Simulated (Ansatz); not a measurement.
Ansatz (a program for electronic structure) input (RI-MP2/def2-QZVPPD):
A basis named .json is the Basis Set Exchange file of that set.

Ansatz 0.2 input:
```yaml
crystal:
  periodic: [false, false, false]
  atoms:
    - {symbol: Si, position_ang: [-0.55102560, -0.03442817, -0.17919115]}
    - {symbol: O, position_ang: [1.02477456, -0.09113108, 0.33481589]}
    - {symbol: H, position_ang: [-1.37105849, -0.10492237, 1.05653314]}
    - {symbol: H, position_ang: [-0.82906552, 1.23563103, -0.91632786]}
    - {symbol: H, position_ang: [1.71628591, 0.08033442, -0.31005632]}
basis:
  gaussian:
    orbitals: def2-QZVPPD.json
    fitting: {mean_field: def2-universal-jkfit, correlation: def2-QZVPPD-RIFIT.json}
magnetization: {spin_polarized: true, initial_magnetization: 1}
correlation: {method: mp2, electrons: outside_noble_gas}
```

End of the output:

```
integrals: 0.20 GiB planned
259 factors; integrals over basis functions are off by at most 2.8e0 eV
535 factors; integrals over basis functions are off by at most 6.0e-1 eV
0.67 GiB of device memory are held for the factors and their scratch space
mean field: 0.63 GiB planned
mean field evaluation 1: about -9945.7598 eV, gradient 2.5e1 eV
mean field evaluation 2: about -9947.3814 eV, gradient 1.8e1 eV
mean field evaluation 4: about -9948.4622 eV, gradient 6.3e-1 eV
mean field -9948.47167717 eV, -365.5995908199 hartree, gradient 2.3e-6 eV, S^2 0.754508; 0 other end points of the search recorded, 0 dependent functions left out
6 core orbitals not correlated
reference -9948.47167717 eV, -365.5995908199 hartree; 7, 6 occupied and 228, 229 virtual orbitals, 535 factors
second order -10.30609525 eV of doubles, -0.00000000 eV of singles
Total energy: -9958.77777242 eV, -365.9783328345 hartree
```

It need not be the lowest isomer of its formula.
